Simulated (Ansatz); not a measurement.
Ansatz (a program for electronic structure) input (CCSD(T)/cc-pVTZ):

Ansatz 0.2 input:
```yaml
crystal:
  periodic: [false, false, false]
  atoms:
    - {symbol: C, position_ang: [-2.16646663, -0.55485153, -0.81711470]}
    - {symbol: O, position_ang: [-1.29530665, -1.35686119, 0.00254025]}
    - {symbol: B, position_ang: [-0.10031336, -1.06337384, 0.45926693]}
    - {symbol: Br, position_ang: [0.88640030, 0.58895609, 0.16093115]}
    - {symbol: H, position_ang: [-2.36295940, -1.10883291, -1.73262855]}
    - {symbol: H, position_ang: [-3.09461149, -0.40763216, -0.26889580]}
    - {symbol: H, position_ang: [-1.70361993, 0.40386960, -1.04503418]}
basis:
  gaussian:
    orbitals: cc-pVTZ
magnetization: {spin_polarized: true, initial_magnetization: 1}
correlation: {method: ccsd_t, electrons: outside_noble_gas}
```

Output:

```
Functional definition: HF
integrals: 0.91 GiB planned
1052 factors; integrals over basis functions are off by at most 1.3e-3 eV
1.45 GiB of device memory are held for the factors and their scratch space
mean field: 0.88 GiB planned
mean field evaluation 1: about -73786.1085 eV, gradient 2.2e1 eV
mean field evaluation 2: about -73786.1129 eV, gradient 2.2e1 eV
mean field evaluation 4: about -73788.8247 eV, gradient 3.4e0 eV
mean field evaluation 8: about -73788.9735 eV, gradient 2.5e-1 eV
mean field evaluation 16: about -73788.9464 eV, gradient 1.0e0 eV
mean field evaluation 32: about -73785.4156 eV, gradient 9.9e-3 eV
mean field -73788.97522067 eV, -2711.6948233957 hartree, gradient 7.8e-6 eV, S^2 0.756694; 0 other end points of the search recorded, 0 dependent functions left out
17 core orbitals not correlated
reference -73788.97522067 eV, -2711.6948233957 hartree; 12, 11 occupied and 146, 147 virtual orbitals, 1052 factors
second order -17.44416933 eV of doubles, -0.00000000 eV of singles
coupled cluster: 4.94 GiB planned
cycle   1  -17.78699624 eV  change   -3.4e-1 eV  update   9.6e-2
cycle   2  -18.21345324 eV  change   -4.3e-1 eV  update   2.9e-2
cycle   3  -18.32573935 eV  change   -1.1e-1 eV  update   1.8e-2
cycle   4  -18.31630519 eV  change    9.4e-3 eV  update   5.7e-3
cycle   5  -18.31493844 eV  change    1.4e-3 eV  update   2.7e-3
cycle   6  -18.31586314 eV  change   -9.2e-4 eV  update   9.4e-4
cycle   7  -18.31561276 eV  change    2.5e-4 eV  update   3.8e-4
cycle   8  -18.31578985 eV  change   -1.8e-4 eV  update   1.5e-4
cycle   9  -18.31580447 eV  change   -1.5e-5 eV  update   5.5e-5
cycle  10  -18.31577254 eV  change    3.2e-5 eV  update   2.1e-5
cycle  11  -18.31579223 eV  change   -2.0e-5 eV  update   9.2e-6
perturbative correction -0.75327204 eV, -0.0276822369 hartree
Total energy: -73808.04428493 eV, -2712.3955985821 hartree
```

It need not be the lowest isomer of its formula.
